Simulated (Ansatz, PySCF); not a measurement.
Energy difference R1 → 2 P1, each structure at its B3LYP-D3(BJ)/def2-TZVP stationary point, reached from a drawn start (curvature not checked).
R1: Cl2 (SMILES ClCl), charge 0, multiplicity 1.
P1: Cl atom, charge 0, multiplicity 2.

P less R. No zero-point or thermal terms; singlets are restricted closed shells; open shells are unrestricted; no spin–orbit coupling.

Frozen-core correlation throughout.

Programs: Ansatz (Gaussian basis) for Hartree–Fock, density functionals and correlated methods; PySCF for M06-2X. Each number belongs to the level named beside it.

Estimate the reaction energy that CAM-B3LYP/def2-TZVPP returns for this input.

227 kJ/mol

Give the reaction energy at the level B2PLYP/def2-TZVPP.

230 kJ/mol

What is the computed reaction energy (M06-2X/def2-TZVPP)?

248 kJ/mol

Ansatz is a first-principles code.
